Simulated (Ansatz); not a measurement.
Consider the redistribution: `NC(=O)[SiH](F)Cl` + `N[SiH2]CCl` → `N[SiH](F)Cl` + `NC(=O)[SiH2]CCl`.

Isolated molecules relaxed with PBE0-D4/def2-TZVP in Ansatz; ΔE leaves out vibrations. CCSD(T)/CBS adds triple-zeta CCSD(T) − MP2 to the extrapolated MP2 energy (def2 sets, frozen cores). DFT in def2-TZVPP. Each species was taken in one conformer, which may not be the lowest.

Q: Is it downhill or uphill in electronic energy at CCSD(T)/CBS, and by how much? (An estimate is asked.)

A: The calculation gave: Downhill: ΔE = -22.4 kJ/mol.

Q: What do these levels give: r2SCAN-D4, PBE, r2SCAN, HF/def2-TZVPP, HF/CBS(def2), MP2/CBS(def2)? (Estimate.)

A: Computed: r2SCAN-D4 -21.6, PBE -20.7, r2SCAN -21.8, HF/def2-TZVPP -23.9, HF/CBS(def2) -23.9, MP2/CBS(def2) -21.7 kJ/mol.

Largest T1 diagnostic among the species: 0.014.
